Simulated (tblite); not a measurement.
Species: C₅H₆N₂Si.
SMILES: `N#CC1=CC=CN1[SiH3]`

Method: GFN2-xTB as coded in tblite; computed harmonic values from a numerical Hessian at the method's own geometry, unscaled. Errors from tens to a few hundred cm⁻¹ against measured bands are possible. Modes of hydrogen on silicon can be 10 to 20 % off.

Harmonic wavenumbers (cm⁻¹): 57.9, 110.2, 124.3, 165.1, 235.9, 443.1, 466.3, 543.5, 566.2, 576.2, 596.5, 622.5, 626.8, 753.3, 762.7, 781.8, 794.6, 818.7, 841.4, 863.2, 1010.2, 1075.4, 1149.9, 1164.3, 1291.2, 1345.2, 1409.3, 1449.1, 1546.9, 2306.6, 2308.1, 2309.6, 2357.8, 3158.0, 3165.5, 3175.4.

A = 2199, B = 1953, C = 1047 MHz; mass 122.030 u (most abundant isotopes); point group Cs, symmetry number 1.

Task: What is the zero-point energy?

Result: Half the sum of the wavenumbers: 20486 cm⁻¹ = 58.57 kcal/mol.

Task: Entropy at 298.15 K, 1 bar (ideal gas, RRHO, classical rotation)?

Result: Translation 40.34, rotation 28.66, vibration 21.35: S = 90.4 cal/(mol K).

Task: And Cp and H(298.15 K) − H(0)?

Result: Cp = 32.73 cal/(mol K), of which vibrations give 24.79 (their classical limit is 36 R = 71.5); H(298.15 K) − H(0) = 5.86 kcal/mol without the zero-point energy, 3.49 from vibrations.

Task: Blend soft modes into free rotors: weight 1/[1 + (100 cm⁻¹/ν̃)⁴] for the oscillator and the rest for a rotor with moment μB/(μ + B), μ = h/(8π²ν), B = 10⁻⁴⁴ kg m². What vibrational entropy results?

Result: 20.01 cal/(mol K) in place of 21.35, which changes −T·S at 298.15 K by +0.40 kcal/mol.

Task: Which modes carry the vibrational entropy at 298.15 K?

Result: 57.9 cm⁻¹: 4.53; 110.2 cm⁻¹: 3.27; 124.3 cm⁻¹: 3.03; 165.1 cm⁻¹: 2.49; 235.9 cm⁻¹: 1.83; 443.1 cm⁻¹: 0.82 cal/(mol K); the other 30 give 5.39 together.

Task: What must be added to the electronic energy to get the Gibbs energy at 298.15 K and 1 bar?

Result: ZPE + [H(298.15 K) − H(0)] − T·S = 58.57 + 5.86 − 26.94 = 37.49 kcal/mol.

Hindered rotation and anharmonicity are outside this model.
